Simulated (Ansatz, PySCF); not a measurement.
Gas-phase reaction 2 R1 + R2 → 2 P1, each structure at its B3LYP-D3(BJ)/def2-TZVP stationary point, reached from a drawn start (curvature not checked).
R1, CoO (SMILES [O]=[Co]) (charge 0, multiplicity 4):
```xyz
2

Co    -0.009    -0.018    -0.811
O      0.009     0.018     0.811
```
P1, CoO2 (SMILES [O]=[Co]=[O]) (charge 0, multiplicity 2):
```xyz
3

Co     0.01146     0.01657    -0.34840
O      1.47837    -0.01201     0.19037
O     -1.48983    -0.00457     0.15803
```
R2: O2 (SMILES O=O), charge 0, multiplicity 3.

```json
[
 {"level": "SVWN5/def2-TZVPP", "reaction energy (kJ/mol)": "-433.5"},
 {"level": "B3LYP-D3(BJ)/def2-TZVPP", "reaction energy (kJ/mol)": "-128.2"},
 {"level": "BHLYP-D3(BJ)/def2-TZVPP", "reaction energy (kJ/mol)": "-7.2"},
 {"level": "CAM-B3LYP/def2-TZVPP", "reaction energy (kJ/mol)": "-86.8"},
 {"level": "CAM-B3LYP-D3(BJ)/def2-TZVPP", "reaction energy (kJ/mol)": "-89.3"},
 {"level": "wB97M-V/def2-TZVPP", "reaction energy (kJ/mol)": "-35.6"},
 {"level": "B2PLYP-D4/def2-TZVPP", "reaction energy (kJ/mol)": "-34.5"},
 {"level": "MP2/def2-SVP", "reaction energy (kJ/mol)": "64.0"},
 {"level": "MP2/def2-TZVPP", "reaction energy (kJ/mol)": "-41.4"},
 {"level": "MP2/def2-QZVPP", "reaction energy (kJ/mol)": "-57.4"},
 {"level": "SCS-MP2/def2-SVP", "reaction energy (kJ/mol)": "46.9"},
 {"level": "SCS-MP2/def2-TZVPP", "reaction energy (kJ/mol)": "-57.3"},
 {"level": "CCSD(T)/def2-QZVPP", "reaction energy (kJ/mol)": "-379.4"},
 {"level": "CCSD(T)/CBS(def2-TZVPP, def2-QZVPP)", "reaction energy (kJ/mol)": "-388.9"}
]
```

P less R. No zero-point or thermal terms; open shells are unrestricted; no spin–orbit coupling. The spin states of the d-block species are the ones drawn and need not be the lowest.

Correlated levels freeze the cores. CBS: X⁻³ extrapolation of the correlation energy, Hartree–Fock from the larger set.

Doubts at one or more of the structures used: a spin-contaminated determinant (B3LYP-D3(BJ)/def2-TZVPP, BHLYP-D3(BJ)/def2-TZVPP, CAM-B3LYP/def2-TZVPP, CAM-B3LYP-D3(BJ)/def2-TZVPP, wB97M-V/def2-TZVPP, B2PLYP-D4/def2-TZVPP, MP2/def2-SVP, MP2/def2-TZVPP, MP2/def2-QZVPP, SCS-MP2/def2-SVP, SCS-MP2/def2-TZVPP, CCSD(T)/def2-QZVPP, CCSD(T)/CBS(def2-TZVPP, def2-QZVPP)); T1 above 0.05 (CCSD(T)/def2-QZVPP, CCSD(T)/CBS(def2-TZVPP, def2-QZVPP)); a doubt about the state reached (CCSD(T)/def2-QZVPP, CCSD(T)/CBS(def2-TZVPP, def2-QZVPP)).

Programs: Ansatz (Gaussian basis) for Hartree–Fock, density functionals and correlated methods; PySCF for the D3/D4 terms. No computed number here is a measurement.

Ansatz is a program for electronic structure.
